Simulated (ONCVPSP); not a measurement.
## u(r) = r·R(r): atom against pseudo-atom (ruthenium)

Columns: radius, all-electron u(r) and pseudo u(r) of the 4p shell (level -79.62 eV) of ruthenium in the configuration [Ar] 3d10 4s2 4p6 4d5; PBE, non-relativistic, ONCV scheme, ONCVPSP 4.0.1.

```tsv
r (bohr)	all-electron	pseudo
0.078	0.3699	0.0169
0.155	-0.0069	0.0652
0.232	-0.4496	0.1413
0.310	-0.5746	0.2407
0.388	-0.4184	0.3554
0.465	-0.1239	0.4765
0.542	0.2028	0.5985
0.620	0.5025	0.7164
0.698	0.7415	0.8231
0.775	0.9110	0.9125
0.852	1.0179	0.9819
0.930	1.0715	1.0281
1.008	1.0809	1.0476
1.085	1.0581	1.0397
1.162	1.0126	1.0061
1.240	0.9514	0.9507
1.318	0.8814	0.8814
1.395	0.8082	0.8082
1.472	0.7344	0.7344
1.550	0.6614	0.6614
1.628	0.5917	0.5917
1.705	0.5273	0.5273
1.782	0.4677	0.4677
1.860	0.4125	0.4125
1.938	0.3625	0.3625
2.015	0.3181	0.3182
```

Problem. How many radial nodes do the two functions have?

Solution. The all-electron 4p function has n − l − 1 = 2; the pseudo-wave has 0, since the states of the same l below it are removed with the core.

Problem. At about which radius was the pseudo-wave matched?

Solution. 1.30 bohr, where the columns begin to agree (steps of 0.08 bohr).

Problem. Is the pseudo-wave norm-conserving?

Solution. Yes: the ONCV scheme keeps the norm inside the radius equal to the all-electron one, which fixes the energy derivative of the logarithmic derivative at the level.
